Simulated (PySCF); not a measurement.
## A single-point calculation

HgI2 (singlet). PySCF 2.14.0, RKS PBE0, Hg def2-TZVP with ECP60, I def2-TZVP with ECP28; non-relativistic Hamiltonian with scalar-relativistic core potentials where named; density fitting; no spin-orbit coupling. Purpose: basis and core treatment small-core/TZVP.

```python
mol = gto.M(atom='''
Hg     0.00000    -0.00000     0.11483
I      2.60822    -0.00000     0.11652
I     -2.60822     0.00000     0.11652''',
    basis={'Hg': 'def2-TZVP', 'I': 'def2-TZVP'},
    ecp={'Hg': 'def2-TZVP', 'I': 'def2-TZVP'},
    charge=0, spin=0)
mf = dft.RKS(mol, xc='PBE0')
mf.grids.atom_grid = (75, 302)
mf = mf.density_fit()  # fitting sets: Hg def2-universal-JKFIT, I def2-universal-JKFIT
mf.conv_tol = 1e-08; mf.max_cycle = 55
mf.kernel(dm0)  # dm0: free metal ions and neutral atoms
mf.nuc_grad_method().kernel()
```

Run from Python with OMP_NUM_THREADS=2; the lines above give its settings. Where DIIS fails, smearing, a level shift and second-order steps follow.
It took 6.1 s on 2 threads of Intel(R) Xeon(R) 6975P-C (Granite Rapids) (shared host).

Task: Where do the frontier levels lie, over both spins?

Result: HOMO -7.72 eV, LUMO -2.80 eV. 

Task: What are the Mulliken charges and spins?

Result: 
| atom | charge (e) | spin (e) |
| --- | --- | --- |
| Hg1 | 0.530 | 0.000 |
| I2 | -0.265 | 0.000 |
| I3 | -0.265 | 0.000 |

Task: What forces act on the atoms (eV/Å)?

Result: 
```
Hg   0.00  0.00  0.00
I   -0.30  0.00  0.00
I    0.30  0.00  0.00
```
Forces carry noise of the integration grid, about 0.01 to 0.03 eV/Å.

The geometry was relaxed with PBE0 (Hg def2-SVP with ECP60, I def2-SVP with ECP28).
